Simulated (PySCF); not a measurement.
SnBr2, SMILES [Br][Sn][Br] (connectivity only; charge and spin as stated), neutral, multiplicity 1. Atoms are numbered in the order given.

```xyz
3

Sn     0.0000     0.0000     0.9565
Br     0.0000    -1.9692    -0.6832
Br     0.0000     1.9692    -0.6832
```
Charge 0, spin multiplicity 1.

Coordinates come from a PBE-D3(BJ)/def2-SVP optimisation. The isomer is the one that the SMILES or the coordinates give; other isomers of the formula were not compared. The def2 effective core potentials stand for the cores of Sn; spin–orbit coupling is left out.

Method: PBE/def2-TZVPD (PySCF).

Symmetry labels are those of the subgroup C2v that the program uses (full group C2v).

Computed valence orbital energies around the gap with their symmetry:
| orbital | symmetry | energy (eV) |
|---|---|---|
| HOMO−7 | B2 | -18.69 |
| HOMO−6 | A1 | -12.09 |
| HOMO−5 | B2 | -8.57 |
| HOMO−4 | A1 | -7.75 |
| HOMO−3 | B1 | -7.63 |
| HOMO−2 | A2 | -7.20 |
| HOMO−1 | B2 | -6.92 |
| HOMO | A1 | -6.77 |
| LUMO | B1 | -3.98 |
| LUMO+1 | A1 | -2.03 |
| LUMO+2 | B2 | -1.88 |
| LUMO+3 | A1 | -0.35 |
